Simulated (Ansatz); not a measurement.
Compare A (`CO[SiH](C)S`) with its isomer B (`COCS[SiH3]`).

Computed with Ansatz on PBE0-D4/def2-TZVP structures; ΔE is electronic, products minus reactants. CCSD(T)/CBS is the MP2 limit (def2-TZVPP, def2-QZVPP) plus CCSD(T) − MP2 in def2-TZVPP, frozen cores. Functionals use def2-TZVPP. B3LYP here is the variant with VWN-RPA as its local correlation; programs differ in this. One conformer a species, not always the lowest.

(1) Which is lower in electronic energy at CCSD(T)/CBS, and by how much? (An estimate is asked.)

(2) Give E(B) − E(A) in kcal/mol with CCSD/def2-TZVPP, MP2/def2-TZVPP, PBE0-D4, HF/def2-TZVPP, B2PLYP, B3LYP-D4, B3LYP. (An estimate is asked.)

Largest T1 diagnostic: 0.012.

Results:

(1) The calculation gave: A, by 54.6 kcal/mol.

(2) Ansatz gave: CCSD/def2-TZVPP 54.7, MP2/def2-TZVPP 55.4, PBE0-D4 52.3, HF/def2-TZVPP 55.7, B2PLYP 54.3, B3LYP-D4 53.0, B3LYP 53.4. None reverses the order clearly.

From PBE to PBE0 (25 % exact exchange), in def2-TZVPP and without D4, E(B) − E(A) moves by +2.1 kcal/mol.
